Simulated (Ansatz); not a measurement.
Reaction (SMILES): [SiH3][SiH](Cl)Cl → [SiH3][Si](Cl)Cl + H atom (the H-Si bond at the site shown breaks; other sites are not compared here)
Each molecule is optimised on its own at B3LYP-D3(BJ)/def2-TZVP (Ansatz, an electronic-structure program).

Quantity: bond dissociation energy (electronic energy difference), in eV. Correlated levels leave the core frozen unless marked. Open shells are spin-unrestricted. No spin-orbit coupling. No relativistic terms. CBS(X,Y): correlation extrapolated as X^-3; Hartree-Fock from the larger set.

```json
[
 {"level": "HF/aug-cc-pV(T+d)Z", "program": "Ansatz", "bond dissociation energy (eV)": "3.19"},
 {"level": "HF/cc-pV(Q+d)Z", "program": "Ansatz", "bond dissociation energy (eV)": "3.21"},
 {"level": "PBE0-D3(BJ)/def2-TZVP", "program": "Ansatz + dftd3", "bond dissociation energy (eV)": "3.78"},
 {"level": "RI-MP2/aug-cc-pV(T+d)Z", "program": "Ansatz", "bond dissociation energy (eV)": "3.90"},
 {"level": "SCS-MP2/cc-pV(T+d)Z", "program": "Ansatz", "bond dissociation energy (eV)": "4.02"}
]
```

Question: Estimate the value at CCSD(T)/CBS(aug-cc-pV(T+d)Z,aug-cc-pV(Q+d)Z) as computed with Ansatz.

Answer: 4.04 eV, so SCS-MP2/cc-pV(T+d)Z differs from it by -0.02 eV.
